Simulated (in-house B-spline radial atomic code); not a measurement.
**Ionising F2+ with different functionals**

Computed with a B-spline radial code for spherical atoms: scalar-relativistic (spin-free X2C) Hamiltonian, Fermi nucleus of rms radius 2.8976 fm, spin-polarised at highest spin, spherical fractional occupations for the functionals, and exact exchange of hybrids averaged over the configuration. The ionisation energy is the difference of two self-consistent energies, [He] 2s2 2p3 → [He] 2s2 2p2, without Breit or QED terms; ε is the level of the shell that loses the electron (its least bound occupied spin orbital).

```
   method                    rung  ΔSCF (eV)  -ε(2p) (eV)
     PBE0           global hybrid      63.12        54.81
    B3LYP           global hybrid      63.19        54.18
    TPSSh           global hybrid      63.39        53.18
BHandHLYP           global hybrid      63.00        57.89
  r2SCAN0           global hybrid      63.89        55.72
    B97-1           global hybrid          ?            ?
    HSE06  range-separated hybrid      63.11        54.38
    wB97X  range-separated hybrid      62.89        57.05
CAM-B3LYP  range-separated hybrid      63.16        56.20
  LC-wPBE  range-separated hybrid          ?            ?
```

**Question.** What does LC-wPBE give?

**Answer.** ΔSCF 63.24 eV, and -ε(2p) = 57.26 eV.

**Question.** What does B97-1 give?

**Answer.** ΔSCF 63.03 eV, and -ε(2p) = 54.19 eV.

**Question.** Among the functionals, which spreads more, the ΔSCF values or the orbital energies?

**Answer.** The orbital energies: ΔSCF values span about 1.00 eV and the orbital energies 4.71 eV; here energy differences depend much less on the functional than eigenvalues do.

**Question.** How do they compare with the NIST value?

**Answer.** NIST lists 62.708 eV (semi-empirical, ground level to ground level). Errors run from +0.18 to +1.18 eV; wB97X is closest (+0.18 eV), but part of that can be cancellation, since the calculations leave out spin-orbit coupling, Breit-QED terms, multiplet and fine-structure energies.
